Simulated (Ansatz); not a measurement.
Program: Ansatz. Geometries: PBE0-D4/def2-TZVP. ΔE: electronic, gas phase. CCSD(T)/CBS is the MP2 limit (def2-TZVPP, def2-QZVPP) plus CCSD(T) − MP2 in def2-TZVPP, frozen cores. This one scheme is used for every species. DFT in def2-TZVPP. Elements past krypton have def2 core potentials. For Te outer-core shells are correlated without core-valence functions, which leaves a few kJ/mol of doubt a bond.

Reaction (formal exchange of groups at a Te–Si bond): `[TeH][SiH]1BC1` + `CC` → `CC[TeH]` + `B1C[SiH2]1`

```json
{"level": "PBE-QIDH", "ΔE (kJ/mol)": "107.6"}
{"level": "PBE", "ΔE (kJ/mol)": "106.0"}
```

(1) What does CCSD(T)/CBS give? (Estimate.)

Largest T1 diagnostic among the species: 0.014.

Results:

(1) Computed: +100.5 kJ/mol. The listed levels differ from it by 7.1, 5.5 kJ/mol.

From BLYP to BHLYP (50 % exact exchange), in def2-TZVPP and without D4, ΔE moves by +3.7 kJ/mol. At CCSD(T), def2-SVP lies +3.2 kJ/mol from the extrapolated value and def2-TZVPP −2.4 kJ/mol. Leaving LDA and LC-ωPBE aside and taking each functional with its dispersion term where it has one, the values, not all of them listed here, spread over 10.8 kJ/mol, from BLYP-D4 to HSE06-D4.

CCSD(T)/CBS has its own doubt, a few kJ/mol and more with outer-core shells, so smaller differences from it don't rank the levels.
